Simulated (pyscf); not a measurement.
## [H₂N–B–NH₂]•, doublet

Gas-phase minimum from PySCF at ωB97X-D3(BJ)/def2-SVP, one conformer. Other isomers of [H₂N–B–NH₂]• were not searched in full and may lie lower. 

SMILES: N[B]N
```xyz
7

N      0.6521     1.6807    -1.0087
B      0.4669     0.8483     0.1109
N     -0.4628    -0.1986     0.2529
H      0.1093     1.6056    -1.8642
H      1.3455     2.4149    -1.0324
H     -1.1216    -0.4710    -0.4710
H     -0.5331    -0.7541     1.0936
```
Charge 0, spin multiplicity 2.

Bonds (Å): N1–B2 1.407, N1–H4 1.016, N1–H5 1.010, B2–N3 1.407, N3–H6 1.016, N3–H7 1.010. Angles (°): B2–N1–H4 123.8, B2–N1–H5 122.6, H4–N1–H5 113.6, N1–B2–N3 127.4, B2–N3–H6 123.8, B2–N3–H7 122.6, H6–N3–H7 113.6.

Properties at ωB97X-D3(BJ)/def2-SVP:

```
Property                                                                                                                                                                                                Value
---------------------------------------------------------------------------------------------------------------------  --------------------------------------------------------------------------------------
Harmonic wavenumbers, unscaled                                                                                         294, 343, 367, 369, 564, 821, 923, 1156, 1435, 1575, 1596, 3598, 3599, 3737, 3738 cm⁻¹
Zero-point energy                                                                                                                                                                               34.5 kcal/mol
Rotational symmetry number                                                                                                                                                                                  2
Entropy of this conformer at 298 K and 1 atm, rigid rotor and harmonic oscillator, modes under 100 cm⁻¹ raised to 100                                                                         269.7 J/(mol K)
Dipole moment                                                                                                                                                                                          1.82 D
Spin expectation value S2                                                                                                                                                                               0.752
```

Single-point totals, which compare only within one level (frozen core for MP2 and CC):

```
level                   total energy (hartree)
----------------------  ----------------------
ωB97X-D3(BJ)/def2-TZVP              -136.87659
PBE/def2-TZVP                       -136.64860
r²SCAN/def2-TZVP                    -136.74816
B3LYP-D3(BJ)/def2-TZVP              -136.84000
PBE0-D3(BJ)/def2-TZVP               -136.66419
M06-2X/def2-TZVP                    -136.76799
ωB97M-D3(BJ)/def2-TZVP              -136.86027
UHF/def2-TZVPP                      -135.99570
MP2/def2-TZVPP                      -136.49988
CCSD/def2-TZVPP                     -136.52140
CCSD(T)/def2-TZVPP                  -136.54150
```

The CCSD(T) − MP2 part came from Ansatz, without density fitting, on the same reference.
